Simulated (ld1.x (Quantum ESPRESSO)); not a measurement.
## Reading a pseudo-wave (Sb (Z = 51))

Columns: radius, all-electron u(r) and pseudo u(r) of the 5p shell (level -5.00 eV) of antimony in the configuration [Kr] 4d10 5s2 5p3; LDA (PZ), scalar-relativistic, ultrasoft scheme, ld1.x (Quantum ESPRESSO) 7.5.

```json
{"r (bohr)": "0.130", "all-electron": "-0.0132", "pseudo": "-0.0072"}
{"r (bohr)": "0.260", "all-electron": "-0.1775", "pseudo": "-0.0285"}
{"r (bohr)": "0.390", "all-electron": "0.0129", "pseudo": "-0.0627"}
{"r (bohr)": "0.520", "all-electron": "0.2146", "pseudo": "-0.1079"}
{"r (bohr)": "0.650", "all-electron": "0.2888", "pseudo": "-0.1618"}
{"r (bohr)": "0.780", "all-electron": "0.2470", "pseudo": "-0.2214"}
{"r (bohr)": "0.910", "all-electron": "0.1377", "pseudo": "-0.2841"}
{"r (bohr)": "1.040", "all-electron": "0.0015", "pseudo": "-0.3468"}
{"r (bohr)": "1.170", "all-electron": "-0.1359", "pseudo": "-0.4070"}
{"r (bohr)": "1.300", "all-electron": "-0.2609", "pseudo": "-0.4625"}
{"r (bohr)": "1.430", "all-electron": "-0.3676", "pseudo": "-0.5116"}
{"r (bohr)": "1.560", "all-electron": "-0.4545", "pseudo": "-0.5532"}
{"r (bohr)": "1.690", "all-electron": "-0.5222", "pseudo": "-0.5869"}
{"r (bohr)": "1.820", "all-electron": "-0.5727", "pseudo": "-0.6126"}
{"r (bohr)": "1.950", "all-electron": "-0.6081", "pseudo": "-0.6307"}
{"r (bohr)": "2.080", "all-electron": "-0.6306", "pseudo": "-0.6419"}
{"r (bohr)": "2.210", "all-electron": "-0.6424", "pseudo": "-0.6470"}
{"r (bohr)": "2.340", "all-electron": "-0.6454", "pseudo": "-0.6466"}
{"r (bohr)": "2.470", "all-electron": "-0.6413", "pseudo": "-0.6414"}
{"r (bohr)": "2.600", "all-electron": "-0.6316", "pseudo": "-0.6316"}
{"r (bohr)": "2.730", "all-electron": "-0.6175", "pseudo": "-0.6175"}
{"r (bohr)": "2.860", "all-electron": "-0.5999", "pseudo": "-0.5999"}
{"r (bohr)": "2.990", "all-electron": "-0.5799", "pseudo": "-0.5799"}
{"r (bohr)": "3.120", "all-electron": "-0.5580", "pseudo": "-0.5580"}
{"r (bohr)": "3.250", "all-electron": "-0.5349", "pseudo": "-0.5349"}
{"r (bohr)": "3.380", "all-electron": "-0.5111", "pseudo": "-0.5111"}
```

**Question.** How many radial nodes do the two functions have?

**Answer.** The all-electron 5p function has n − l − 1 = 3 (the table is too coarse to show those close to the nucleus); the pseudo-wave has 0, since the states of the same l below it are removed with the core.

**Question.** At about which radius was the pseudo-wave matched?

**Answer.** 2.60 bohr, where the columns begin to agree (steps of 0.13 bohr).

**Question.** Is the pseudo-wave norm-conserving?

**Answer.** No, it belongs to an ultrasoft set: the norm inside the radius is not constrained, and the difference is carried by the augmentation charge.
